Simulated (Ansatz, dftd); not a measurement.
Species: HSO$_{3}$, charge 0, doublet. HSO3 (SMILES O=[S](=O)O, doublet).
B3LYP-D3(BJ)/def2-TZVP minimum from Ansatz (a first-principles code):
```
S
O 1 1.4422
O 1 1.4506 2 122.82
O 1 1.6295 2 105.51 3 -124.03
H 4 0.9714 1 108.25 2 160.68
```
Charge 0, spin multiplicity 2.

Wanted: atomisation energy (electronic, to ground-state atoms), in kcal/mol. UHF or UKS for unpaired electrons; spin-orbit terms are left out. Cores are frozen in correlated methods. Rows without X2C or -DK are non-relativistic. CBS(X,Y): correlation extrapolated as X^-3, Hartree-Fock from the larger set. A bracket is a step between two methods taken in the basis named. The functionals are non-relativistic, so their misses hold any scalar relativity. '+ core + X2C': CCSD(T) terms for core correlation (cc-pwCVTZ, 1s frozen past Ne) and scalar relativity (cc-pVTZ-DK). Where a partner has so few electrons that a lower coupled-cluster level is exact, that level stands in.

Compared with CCSD(T)/CBS(cc-pV(T+d)Z,cc-pV(Q+d)Z) + [CCSDT(Q) - CCSD(T)]/cc-pV(D+d)Z + core + X2C (Ansatz): 396.8 kcal/mol.

Task: Rank these levels by how close they come to it, closest first: CCSD/CBS(cc-pV(T+d)Z,cc-pV(Q+d)Z) (Ansatz); wB97M-V/def2-TZVPD (Ansatz); PBE0-D4/def2-TZVPD (Ansatz + dftd4); B3LYP-D3(BJ)/def2-TZVPD (Ansatz + dftd3); r2SCAN-D3(BJ)/def2-TZVPD (Ansatz + dftd3).

Result: wB97M-V/def2-TZVPD (394.9 kcal/mol, difference -1.9), PBE0-D4/def2-TZVPD (394.0 kcal/mol, difference -2.8), B3LYP-D3(BJ)/def2-TZVPD (390.4 kcal/mol, difference -6.4), r2SCAN-D3(BJ)/def2-TZVPD (406.2 kcal/mol, difference 9.4), CCSD/CBS(cc-pV(T+d)Z,cc-pV(Q+d)Z) (375.7 kcal/mol, difference -21.1)
